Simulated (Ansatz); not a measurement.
A nudged elastic band was laid between two geometries of BrH + ClF3H2NTa (10 atoms, charge 0, multiplicity 1).

Computed with RHF/def2-SVP in Ansatz 0.2.0.

| Property | Result |
| --- | --- |
| movable images | 7 |
| climbing image | yes |
| spring | 5.0 eV/Å² |
| optimiser | quadratic models (default) |
| start path | through a guess of the saddle point |
| force threshold | 0.05 eV/Å |
| iteration limit | 60 |
| end points | relaxed |

Image 0:

```xyz
10
Properties=species:S:1:pos:R:3
Ta -0.025 -0.420 0.004
N 1.918 -0.318 -0.136
H 2.496 -0.115 0.662
H 2.458 -0.545 -0.952
F 0.202 0.066 1.806
Cl -0.149 -1.028 -2.270
F -1.022 1.127 -0.284
F -0.779 -2.037 0.543
Br 2.030 3.885 -1.386
H 2.713 2.698 -1.061
```

Image 8:

```xyz
10
Properties=species:S:1:pos:R:3
Ta 0.025 0.489 -0.248
N 2.314 0.018 -0.301
H 2.735 0.272 0.581
H 2.457 -0.973 -0.431
F 0.453 0.764 1.562
Cl 0.099 -0.057 -2.544
F -1.795 0.770 -0.095
F 0.004 -1.349 0.145
Br 0.731 2.881 -0.712
H 2.819 0.500 -1.030
```

(1) What changes between the two ends?

(2) Give the energies along the band, and the barrier.

(3) What is the geometry of the highest image?

## Answers

(1) Bonds broken: Br9–H10. Bonds formed: Ta1–Br9, N2–H10. BrH + ClF3H2NTa becomes BrClF3H3NTa.

(2) The forces met the threshold. The highest image is number 3 of 0 to 8, 0.69 eV above the first end and 2.24 eV above the last; the last end lies 1.54 eV below the first. Neighbouring images differ by up to 1.3 eV, so the band resolves the path poorly. A vibrational analysis at the climbing image gives one clearly imaginary mode, 1032i cm⁻¹: a first-order saddle point. The orbitals stay closed-shell, which can raise the energy where a bond breaks towards radicals; this wasn't checked here.

```json
{"image": "0", "path coordinate (Å)": "0.00", "energy (eV)": "0.00", "Br9–H10 (Å)": "1.41", "Ta1–Br9 (Å)": "4.97", "N2–H10 (Å)": "3.25"}
{"image": "1", "path coordinate (Å)": "0.84", "energy (eV)": "0.03", "Br9–H10 (Å)": "1.41", "Ta1–Br9 (Å)": "4.40", "N2–H10 (Å)": "2.61"}
{"image": "2", "path coordinate (Å)": "1.67", "energy (eV)": "0.21", "Br9–H10 (Å)": "1.41", "Ta1–Br9 (Å)": "3.72", "N2–H10 (Å)": "2.27"}
{"image": "3", "path coordinate (Å)": "2.51", "energy (eV)": "0.69", "Br9–H10 (Å)": "1.56", "Ta1–Br9 (Å)": "3.10", "N2–H10 (Å)": "1.53"}
{"image": "4", "path coordinate (Å)": "3.05", "energy (eV)": "-0.62", "Br9–H10 (Å)": "2.05", "Ta1–Br9 (Å)": "2.84", "N2–H10 (Å)": "1.06"}
{"image": "5", "path coordinate (Å)": "3.59", "energy (eV)": "-1.33", "Br9–H10 (Å)": "2.50", "Ta1–Br9 (Å)": "2.60", "N2–H10 (Å)": "1.01"}
{"image": "6", "path coordinate (Å)": "4.14", "energy (eV)": "-1.52", "Br9–H10 (Å)": "2.90", "Ta1–Br9 (Å)": "2.55", "N2–H10 (Å)": "1.01"}
{"image": "7", "path coordinate (Å)": "4.68", "energy (eV)": "-1.54", "Br9–H10 (Å)": "3.07", "Ta1–Br9 (Å)": "2.54", "N2–H10 (Å)": "1.01"}
{"image": "8", "path coordinate (Å)": "5.22", "energy (eV)": "-1.54", "Br9–H10 (Å)": "3.18", "Ta1–Br9 (Å)": "2.54", "N2–H10 (Å)": "1.01"}
```

(3) 
```xyz
10
Properties=species:S:1:pos:R:3:forces:R:3
Ta 0.102 0.063 -0.157 -0.01 0.01 0.00
N 2.176 -0.040 -0.265 -0.01 0.00 0.00
H 2.696 -0.096 0.597 0.01 -0.01 0.00
H 2.651 -0.537 -1.000 0.01 0.00 0.00
F 0.480 0.625 1.589 0.00 0.00 0.00
Cl 0.108 -0.476 -2.440 0.00 0.00 0.00
F -1.423 1.127 -0.261 0.00 0.00 0.00
F -0.527 -1.574 0.394 0.00 0.00 0.00
Br 1.405 2.774 -0.897 -0.01 0.02 0.00
H 2.175 1.445 -0.633 0.01 -0.01 0.00
```

Run time: 5.8 min on 4 threads of Arm Neoverse V2, with other jobs on the host, peak memory 0.53 GiB.
